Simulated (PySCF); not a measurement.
An unknown is described by computed data only.

Formula: C3H3Cl3Si.

| Item | Value |
| --- | --- |
| NMR, other nuclei | isotropic shieldings of nuclei other than C and H, by class: 336 (1 Si), 805 (3 Cl) ppm [GIAO PBE0/pcSseg-1] |
| 13C NMR | chemical shifts (computed TMS as zero) by class: 227.2 (1 C), 89.4 (1 C), 76.1 (1 C) ppm [GIAO PBE0/pcSseg-1] |
| Rotational structure | rotational constants A, B, C: 1.401, 0.845, 0.819 GHz [GFN2-xTB] |
| Dipole | 2.24 D [PBE0/pcSseg-1] |
| 1H NMR | chemical shifts (computed TMS as zero) by class: 5.37 (1 H), 4.98 (2 H) ppm [GIAO PBE0/pcSseg-1] |

The electronic properties come from PySCF, for the isolated species, density fitting. Levels stand in brackets. Geometry: GFN2-xTB; no solvent, vibrations or thermal averaging. NMR classes are plain means over equivalent atoms (diastereotopic ones count apart unless rotation or inversion swaps them), as if these changed places fast.

Problem. What is the compound? Reason from the data.

Solution. Numbering: `[CH2:1]=[C:2]=[CH:3][Si:4]([Cl:5])([Cl:6])[Cl:7]`. Its formula, C3H3Cl3Si, gives 2 degrees of unsaturation: 0 rings and 2 π bonds in the structure found. 3 carbons fall into 3 classes; from least to most shielded: central carbon of cumulated double bonds [C2] (227.2 ppm), outer carbon of cumulated double bonds [C3] (89.4 ppm), outer carbon of cumulated double bonds [C1] (76.1 ppm). Hydrogen classes from least to most shielded: 1 H on an outer carbon of cumulated double bonds, C3 (5.37 ppm), 2 H on an outer carbon of cumulated double bonds, C1 (4.98 ppm). The other shieldings belong to: 336 ppm, chlorine-bound silicon [Si4]; 805 ppm, silicon-bound chlorine [Cl5/Cl6/Cl7]. By its constants the optimised geometry is an asymmetric top. Structure: `C=C=C[Si](Cl)(Cl)Cl`. The assignments are read from this structure; whether some other isomer fits the data as well wasn't checked.

Conformer computed: `[CH2:1]=[C:2]=[CH:3][Si:4]([Cl:5])([Cl:6])[Cl:7]`: C2–C3–Si4–Cl5 171°.
